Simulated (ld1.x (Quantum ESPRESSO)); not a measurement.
**Building the PAW potential for F (Z = 9) (PBE, non-relativistic).**

ld1.x (Quantum ESPRESSO) 7.5 was run on this input:

```
&input
   title='F', zed=9., rel=0, dft='PBE', iswitch=3,
   config='[He] 2s1.75 2p5.25 3d-2',
   nld=3, rlderiv=0.95, eminld=-4.0, emaxld=5.0, deld=0.02
 /
 &inputp
   pseudotype=3, lpaw=.true., tm=.true., lloc=-1, rcloc=0.75,
   nlcc=.true., new_core_ps=.true., rcore=0.50,
   which_augfun='BESSEL', rmatch_augfun=0.50,
   file_pseudopw='F.UPF', file_wfcaegen='ae.wfc', file_wfcncgen='nc.wfc', file_beta='beta', file_chi='chi', file_wfcusgen='us.wfc'
 /
6
2S  1  0   1.75   0.00  0.55  0.80  0.0
2S  1  0   0.00  -0.70  0.55  0.80  0.0
2P  2  1   5.25   0.00  0.65  0.85  0.0
2P  2  1   0.00   0.90  0.65  0.85  0.0
3D  3  2  -2.00   0.35  0.65  0.80  0.0
3D  3  2  -2.00   2.45  0.65  0.80  0.0
 &test
   configts(1)='2s1.75 2p5.25'
 /
```

Command:

```bash
ld1.x < F.in > F.out
```

Output (shortened: banner, matrices, multipoles, cross overlaps and the repeated all-electron block are left out):

```
Program LD1 v.7.5
     --------------------------- All-electron run ----------------------------

     F

     atomic number is  9.00
     dft =PBE   lsd =0 sic =0 latt =0  beta=0.20 tr2=1.0E-14
     Exchange-correlation= PBE
                           (   1   4   3   4   0   0   0)
     mesh =1105 r(mesh) =  99.76081 a.u. xmin = -7.00 dx = 0.01250
     1 Ry =  13.60569312 eV

     n l     nl                  e(Ry)          e(Ha)          e(eV)
     1 0     1S 1( 2.00)       -48.7148       -24.3574      -662.7992
     2 0     2S 1( 1.75)        -2.2006        -1.1003       -29.9405
     2 1     2P 1( 5.25)        -0.8253        -0.4127       -11.2294

     final scf error:  8.7E-15 reached in  34 iterations

     Etot =    -198.958464 Ry,     -99.479232 Ha,   -2706.967800 eV

     Ekin =     198.446881 Ry,      99.223440 Ha,    2700.007359 eV
     Encl =    -476.211204 Ry,    -238.105602 Ha,   -6479.183504 eV
     Eh   =      99.171698 Ry,      49.585849 Ha,    1349.299685 eV
     Exc  =     -20.365838 Ry,     -10.182919 Ha,    -277.091339 eV

     normalization and overlap integrals

     s(1S/1S) =  1.000000  <r> =   0.1765  <r2> =    0.0421  r(max) =   0.1139
     s(2S/2S) =  1.000000  <r> =   1.0046  <r2> =    1.2307  r(max) =   0.7617
     s(2P/2P) =  1.000000  <r> =   1.1038  <r2> =    1.6331  r(max) =   0.7066

     ------------------------ End of All-electron run ------------------------

     --------------------- Generating PAW atomic setup --------------------

      Generating local potential from pseudized AE potential:
      Matching radius rcloc =   0.7500

      Local pseudo, rcloc= 0.743 Estimated cut-off energy=    43.95 Ry

      Computing core charge for nlcc:

       r > 0.50 : true rho core
      Core charge pseudized with two Bessel functions
      Integrated core pseudo-charge :   0.46
      Wfc-us  2S rcutus= 0.801  Estimated cut-off energy=    69.96 Ry
      Wfc-us  2S rcutus= 0.801  Estimated cut-off energy=    72.80 Ry
      Wfc-us  2P rcutus= 0.842  Estimated cut-off energy=   107.06 Ry
      Wfc-us  2P rcutus= 0.842  Estimated cut-off energy=   112.24 Ry
      Wfc-us  3D rcutus= 0.801  Estimated cut-off energy=   158.38 Ry
      Wfc-us  3D rcutus= 0.801  Estimated cut-off energy=   160.19 Ry

     Required augmentation: BESSEL   radius:    0.500000
     Suggested rho cutoff for augmentation: 390.51 Ry

     Estimated PAW energy =  -58.688476 Ryd

     ------------------- End of pseudopotential generation -------------------

     Computing logarithmic derivative in   0.94795
     Computing logarithmic derivative in   0.94795
     Computing the partial wave expansion
     R is outside the sphere for l=    0 j= 0.00
     R is outside the sphere for l=    0 j= 0.00
     R is outside the sphere for l=    1 j= 0.00
     R is outside the sphere for l=    1 j= 0.00
     R is outside the sphere for l=    2 j= 0.00
     R is outside the sphere for l=    2 j= 0.00

     ---------------------- Testing the pseudopotential ----------------------

     F

     atomic number is  9.00   valence charge is  7.00
     dft = SLA  PW   PBX  PBC   lsd =0 sic =0 latt =0  beta=0.20 tr2=1.0E-14
     mesh =1105 r(mesh) =  99.76081 xmin = -7.00 dx = 0.01250

     n l     nl             e AE (Ry)        e PS (Ry)    De AE-PS (Ry)
     1 0     2S   1( 1.75)       -2.20058       -2.20058        0.00000
     2 1     2P   1( 5.25)       -0.82535       -0.82535        0.00000

     eps = 3.6E-21  iter =  1

     Etot =    -198.958464 Ry,     -99.479232 Ha,   -2706.967800 eV
     Etotps =   -58.688476 Ry,     -29.344238 Ha,    -798.497395 eV

     Ekin =      49.946755 Ry,      24.973377 Ha,     679.560218 eV
     Encl =    -130.638889 Ry,     -65.319444 Ha,   -1777.432631 eV
     Ehrt =      42.369496 Ry,      21.184748 Ha,     576.466357 eV
     Ecxc =     -20.365838 Ry,     -10.182919 Ha,    -277.091339 eV
     (Ecc =      -0.931709 Ry,      -0.465854 Ha,     -12.676542 eV)

     ---------------------- End of pseudopotential test ----------------------
```

Generation and configuration tests took about 1.6 s on one core of a shared server CPU.
